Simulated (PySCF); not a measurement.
In(Cl)(Et)(OH) (C2H6ClInO), SMILES C[CH2][In]([OH])[Cl].

Geometry optimised at PBE0-D3(BJ)/def2-SVP. The def2 effective core potentials stand for the cores of In; spin–orbit coupling is left out. Other conformers were not sampled.

Two levels are set side by side: PBE/def2-TZVP (PySCF) and CAM-B3LYP/def2-TZVP (PySCF). Same geometry, gas phase. Differences are taken from unrounded values.

```tsv
quantity	CAM-B3LYP	PBE	PBE minus CAM-B3LYP
orbital gap (eV)	8.96	4.61	-4.35
highest occupied level (eV)	-9.42	-6.82	2.59
lowest empty level (eV)	-0.45	-2.21	-1.76
dipole moment (D)	2.73	2.69	-0.03
mean polarisability (bohr³)	74.7	79.6	4.9
```

Without exact exchange PBE keeps part of each electron's self-repulsion, which lifts occupied levels and narrows the gap. PBE's more diffuse valence density responds more strongly to a field. Differences between two approximate levels are no errors against the true value.

Rough cost on one machine, each run with all the roots and properties that it gave: CAM-B3LYP against PBE within a factor of 2.
